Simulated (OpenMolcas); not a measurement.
**Cr3+, Mo3+, W3+: d3 down the group**

| Item | Value |
| --- | --- |
| Program | OpenMolcas |
| Method | SS-RASPT2, IPEA 0.25 Eh, imaginary shift 0.1 Eh |
| Basis | ANO-RCC-VTZP |
| Scalar Hamiltonian | DKH2, point nucleus |
| Spin-orbit coupling | RASSI with atomic mean-field integrals over the reference wave functions, term energies averaged over their components |

Active space for each ion: 3 electrons in 9 orbitals (RAS2 d s; RAS3 p, at most 2 electrons); closed shells correlated by CASPT2: Cr3+ 3s 3p; Mo3+ 4s 4p; W3+ 5s 5p.

Computed levels in cm-1 above 4F 3/2:

```csv
Level,Cr3+,Mo3+,W3+
4F 5/2,257,782,3740
4F 7/2,608,1767,7120
4F 9/2,1043,2880,9770
4P 1/2,14360,10620,12450
4P 5/2,14770,11870,18090
2G 7/2,15310,12090,16340
2G 9/2,15690,12850,25710
2P 1/2,19660,14730,19450
2D 5/2(1),21240,17520,24150
weight of 4F in the lowest level (%),100,99,87
```

Mixed levels, with the weight of the term that names them: W3+ 4F 9/2 (73 %), W3+ 4P 1/2 (58 %), W3+ 2G 9/2 (51 %), W3+ 2P 1/2 (58 %).

Measured, with the error of the calculation in %. Measured levels: Cr3+ from Sugar and Corliss, J. Phys. Chem. Ref. Data 6, 317 (1977); Mo3+ from Sugar and Musgrove, J. Phys. Chem. Ref. Data 17, 155 (1988); W3+ from the list in J. Phys. B 45, 035001 (2012).

```tsv
Level	Cr3+	Mo3+	W3+
4F 5/2	236 (+9.1)	778 (+0.5)	3537 (+5.8)
4F 7/2	556 (+9.4)	1760 (+0.4)	6745 (+5.6)
4F 9/2	946 (+10.3)	2865 (+0.6)	9256 (+5.5)
4P 1/2	14059 (+2.2)	10338 (+2.7)	11773 (+5.7)
4P 5/2	14471 (+2.1)	11612 (+2.3)	17190 (+5.2)
2G 7/2	15052 (+1.7)	11580 (+4.4)	15261 (+7.1)
2G 9/2	15402 (+1.9)	12311 (+4.4)	
2P 1/2	19519 (+0.7)	14348 (+2.7)	18365 (+5.9)
2D 5/2(1)	20664 (+2.8)	16809 (+4.2)	22766 (+6.1)
```

The fine-structure level 4F 9/2 changes by a factor of 9.37 from Cr3+ to W3+.

Without spin-orbit coupling 4P lies 14030, 9750, 9850 cm-1 above 4F in that order; the difference to the level 4P 1/2, of either sign, comes from spin-orbit coupling, which also lowers the zero.

Term energies are means over components that CASPT2 splits; among the terms shown or strongly mixed into the levels shown the widest spread is 620 cm-1 (4d3 4F, Mo3+). Terms from blocks run as CI alone lack orbitals of their own. The CASPT2 spread within a term exceeds the gap to the next term for 4d3 2H and 4d3 2D(1), so the order of their levels is uncertain (holds for Mo3+). Some high roots are left out of the spin-orbit mixing, which shifts the levels that they would mix with (holds for W3+). Computed and measured levels are paired by configuration, term and J; levels that our copy of the source lacks, or whose pairing is in doubt (as where it misses far off the trend of its configuration), stay unpaired and out of the deviations. Levels of configurations outside the active space are missing.

A number in round brackets counts repeated terms of one configuration in the order of the reference energies.
